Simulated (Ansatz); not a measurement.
The first iterations of a band of ClH$_{4}$NSiZn (8 atoms, charge 0, multiplicity 1).

Method: RKS r2SCANh/def2-SVP (Ansatz).

```yaml
movable_images: 7
climbing_image: yes
spring: 5.0 eV/Å²
optimiser: quadratic models (default)
start_path: straight line
force_threshold: 0.05 eV/Å
iteration_limit: 59
end_points: relaxed
```

First end point:

```xyz
8
Properties=species:S:1:pos:R:3
N -0.558 1.479 0.265
Si 0.272 -0.005 0.646
Zn 0.372 -1.686 -1.016
Cl 0.440 -3.168 -2.536
H -0.148 2.094 -0.429
H -1.564 1.447 0.136
H 1.671 0.363 1.024
H -0.393 -0.580 1.855
```

Last end point:

```xyz
8
Properties=species:S:1:pos:R:3
N -0.810 1.256 0.035
Si 0.213 -0.018 0.633
Zn 0.548 -1.629 -1.041
Cl 0.845 -3.095 -2.542
H -0.553 1.739 -0.819
H -1.183 1.922 0.704
H 1.543 0.410 1.191
H -0.509 -0.643 1.783
```

| iteration | highest image above the first end (eV) | largest band force component (eV/Å) |
| --- | --- | --- |
| 1 | 2.053 | 19.608 |
| 2 | 0.053 | 0.920 |

Question: Does the band converge within its limit, and where does its top end?

Answer: It converged. It ended after 7 iterations with the highest image 0.015 eV above the first end. Another band between the same ends (7 images) ends at a top of the same energy, where a vibrational analysis finds 1 clearly imaginary mode.

Time of the run: 3.1 min on 2 threads of AMD EPYC 7B13 (Zen 3) (shared host), peak memory 0.28 GiB.
